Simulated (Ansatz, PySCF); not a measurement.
Reaction (SMILES): C[SiH](C)O[SiH3] + 4 [H][H] (H2) → 2 C (CH4) + O (H2O) + 2 [SiH4] (SiH4)
Each molecule is optimised on its own at B3LYP-D3(BJ)/def2-TZVP (Ansatz, an electronic-structure program), one conformer each, not searched for the lowest. Frequencies are from Ansatz or PySCF.

Wanted: energy of full hydrogenation (0 K, with B3LYP-D3(BJ) harmonic zero-point energies), in kcal/mol. Correlated levels leave the core frozen unless marked. No spin-orbit coupling. No relativistic terms. CBS marks a two-point X^-3 extrapolation of the correlation energy; Hartree-Fock from the larger set.

CCSD(T)/CBS(cc-pV(T+d)Z,cc-pV(Q+d)Z) (Ansatz) gives 40.2 kcal/mol.

**Question.** Another calculation gave 32.5 kcal/mol. Which level was it?
A. BLYP/def2-TZVPD (Ansatz)
B. wB97X/def2-TZVPD (Ansatz)
C. wB97X-V/def2-TZVPD (Ansatz)
D. r2SCAN/def2-TZVPD (Ansatz)

**Answer.** B, wB97X/def2-TZVPD (Ansatz). The others give 36.6 (wB97X-V), 39.7 (r2SCAN), 29.3 (BLYP) kcal/mol.
